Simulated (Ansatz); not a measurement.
Si4O6F4⁺, that is (FSi)4O6 adamantane with one electron fewer. Charge 1, multiplicity 2. Geometry PBE-D4/def2-SVP, that of the neutral singlet; atoms count from 1.

```xyz
14

Si    1.317    0.634    0.912
F     2.539    1.222    1.757
O     1.398    1.087   -0.699
Si    0.144    0.502   -1.642
F     0.277    0.967   -3.165
O     0.159   -1.167   -1.496
Si    0.022   -1.721    0.079
F     0.043   -3.317    0.152
O     1.282   -1.040    0.948
O    -1.398   -1.087    0.699
Si   -1.484    0.585    0.652
F    -2.860    1.128    1.256
O    -0.159    1.167    1.496
O    -1.282    1.040   -0.948
```

Q: Estimate the Mulliken populations from the PBE0/def2-SVP orbitals of Ansatz.

A: 
| atom | charge (e) | spin (α − β) |
| --- | --- | --- |
| Si1 | 1.18 | -0.03 |
| F2 | -0.24 | 0.00 |
| O3 | -0.43 | 0.28 |
| Si4 | 1.18 | -0.03 |
| F5 | -0.24 | 0.00 |
| O6 | -0.43 | 0.29 |
| Si7 | 1.18 | -0.03 |
| F8 | -0.24 | 0.00 |
| O9 | -0.53 | -0.01 |
| O10 | -0.43 | 0.29 |
| Si11 | 1.18 | -0.03 |
| F12 | -0.24 | 0.00 |
| O13 | -0.43 | 0.29 |
| O14 | -0.53 | -0.01 |
Mulliken values and Mayer orders depend strongly on the basis.

Q: Where does the spin sit?

A: Summed by element: Si -0.12, F -0.01, O 1.13, of 1 unpaired in all. Largest on single atoms: O10 0.29, O13 0.29, O6 0.29.

Q: And the Mayer bond orders between bonded heavy atoms (over 0.3)?

A: Si1–F2 1.22 (1.60 Å); Si1–O3 0.92 (1.67 Å); Si1–O9 1.02 (1.67 Å); Si1–O13 0.92 (1.67 Å); O3–Si4 0.92 (1.67 Å); Si4–F5 1.22 (1.60 Å); Si4–O6 0.92 (1.67 Å); Si4–O14 1.02 (1.67 Å); O6–Si7 0.92 (1.67 Å); Si7–F8 1.22 (1.60 Å); Si7–O9 1.02 (1.67 Å); Si7–O10 0.92 (1.67 Å); O10–Si11 0.92 (1.67 Å); Si11–F12 1.22 (1.60 Å); Si11–O13 0.92 (1.67 Å); Si11–O14 1.02 (1.67 Å).
